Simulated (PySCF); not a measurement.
Method: PySCF, PBE0, basis As def2-TZVPD, S def2-TZVPD (no relativity, density fitting).

```xyz
3
charge -1 multiplicity 1, angstrom
As    0.0000    0.0000   -0.5300
S     1.7589    0.0000    0.6213
S    -1.7589    0.0000    0.6213
```

[AsS2]- (singlet), along the line from As1 (at 0) through S2 (at 2.102 Å).

Task: Tabulate the fields along this line at -0.74, -0.63, -0.53, -0.42, -0.32, -0.21, -0.11, 0.11, 0.21, 0.32, 0.42, 0.53, 0.63, 0.74, 0.84, 0.95, 1.05, 1.16, 1.26, 1.37, 1.47, 1.58, 1.68, 1.79, 1.89, 2.00, 2.21, 2.31, 2.42, 2.52, 2.63, 2.73, 2.84, 2.94, 3.05, 3.15, 3.26, 3.36 Å.

Result: 
```
distance (Å)  electron density (e/Å³)  electron localisation function  electrostatic potential (V)
       -0.74                     1.04                           0.189                         28.6
       -0.63                     1.95                           0.195                         45.5
       -0.53                     4.81                           0.367                         74.1
       -0.42                     14.4                           0.653                          130
       -0.32                     42.8                           0.775                          264
       -0.21                     94.4                           0.494                          659
       -0.11                      538                           0.694                         2240
        0.11                      537                           0.692                         2240
        0.21                     95.1                           0.501                          659
        0.32                       43                           0.779                          264
        0.42                     14.4                           0.654                          131
        0.53                     4.76                           0.343                         75.1
        0.63                     1.98                           0.157                         46.6
        0.74                     1.18                           0.165                         29.8
        0.84                    0.953                           0.368                         19.4
        0.95                    0.905                            0.63                         13.3
        1.05                    0.926                           0.753                         10.7
        1.16                    0.995                           0.795                         11.2
        1.26                      1.1                           0.788                         15.3
        1.37                     1.22                           0.687                         23.9
        1.47                     1.34                           0.367                         38.7
        1.58                     1.65                          0.0992                         62.9
        1.68                     3.45                           0.148                          104
        1.79                     13.7                           0.719                          183
        1.89                     57.3                           0.858                          386
        2.00                      173                           0.289                         1220
        2.21                      175                           0.294                         1220
        2.31                     57.8                           0.862                          385
        2.42                     13.6                           0.716                          182
        2.52                     3.36                           0.143                          103
        2.63                     1.55                          0.0989                         62.2
        2.73                     1.17                           0.376                         37.6
        2.84                    0.939                            0.71                         22.2
        2.94                     0.72                           0.814                         12.4
        3.05                    0.526                           0.825                         6.09
        3.15                    0.372                           0.806                         2.06
        3.26                    0.258                           0.769                       -0.501
        3.36                    0.177                           0.718                        -2.12
```

On a grid of 0.11 Å the density has a local minimum along the bond near 0.95 Å from As, at 0.91 e/Å³, where the ELF is 0.63.

The lowest empty level of this anion is unbound, so it and the gap depend on the basis.
